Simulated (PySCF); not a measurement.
Pb⁺: ionisation energy

Pb⁺ [Xe] 4f14 5d10 6s2 6p1 (2P) → Pb²⁺ [Xe] 4f14 5d10 6s2 (1S), as a difference of total energies. All numbers are calculated (PySCF 2.14, scalar relativity through the core potential, in aug-cc-pwCVTZ-PP with ECP60MDF). Correlated levels: valence: 5s2 5p6 5d10 frozen. The calculations carry no spin-orbit coupling.

| method | ionisation energy (eV) |
| --- | --- |
| UHF | 13.213 |
| MP2 (valence) | 13.409 |
| SCS-MP2 (valence) | 13.396 |
| CCSD (valence) | 13.459 |
| CCSD(T) (valence) | 13.471 |

Task: How much does correlation contribute at CCSD(T) (valence)?

Result: 13.471 − (13.213) = 0.258 eV, measured against UHF.

Errors of the correlated levels include the incompleteness of this basis and the frozen core.

For comparison: 13.869 eV (measured; NIST levels, between the centres of gravity of the two terms).
